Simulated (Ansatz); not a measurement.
Total energies of ClF2HHfS, SMILES `[F][Hf]([F])([SH])[Cl]`.

```xyz
6

F    -0.918    1.244   -1.239
Hf    0.361    0.152   -0.377
F     1.428   -0.790   -1.616
S    -0.822   -1.510    0.945
Cl    1.698    1.499    0.989
H    -1.747   -0.595    1.298
```

Charge 0, multiplicity 1. Correlated methods include outer-core shells of Hf, which these sets cover unevenly. Hf: def2 effective core potential. Geometry: relaxed with PBE0-D4/def2-TZVP. It is one conformer, not always the lowest. Basis def2-TZVPP, the Gaussian-basis code of Ansatz.

RPA on PBE orbitals: Hartree–Fock energy of these orbitals -1104.32451 Eh, correlation -1.81269 Eh (frozen core).

| functional | energy without D4 (Eh) | D4 term (kJ/mol) |
| --- | --- | --- |
| B97M-V | -1106.85224 | – |
| ωB97X-V | -1106.91186 | – |

Task: Give the same for LDA (SPW92), PBE, revPBE, BLYP, r2SCAN, PBE0, B3LYP, r2SCANh, r2SCAN0, HSE06 (plane-wave form), BHLYP, CAM-B3LYP, LC-ωPBE, ωB97M-V, B2PLYP, PBE-QIDH. (Estimate.)

Result: The calculation gave: 
| functional | energy without D4 (Eh) | D4 term (kJ/mol) |
| --- | --- | --- |
| LDA (SPW92) | -1102.89617 | – |
| PBE | -1106.60863 | -14.2 |
| revPBE | -1106.95671 | -30.0 |
| BLYP | -1107.09892 | -28.6 |
| r2SCAN | -1107.02398 | -3.4 |
| PBE0 | -1106.63854 | -12.4 |
| B3LYP | -1107.18300 | -22.9 |
| r2SCANh | -1106.98966 | -3.8 |
| r2SCAN0 | -1106.94006 | -4.3 |
| HSE06 (plane-wave form) | -1106.61440 | -11.9 |
| BHLYP | -1106.95478 | -22.0 |
| CAM-B3LYP | -1107.07310 | -13.1 |
| LC-ωPBE | -1106.80359 | – |
| ωB97M-V | -1106.96461 | – |
| B2PLYP | -1106.67371 | – |
| PBE-QIDH | -1106.36824 | – |

B3LYP takes the VWN-RPA correlation (the form of Gaussian; ORCA's B3LYP/G). HSE06 is the plane-wave form, built on full-range PBE exchange. The double hybrids freeze the cores in their second-order part.

LC-ωPBE has ω = 0.4 bohr⁻¹.
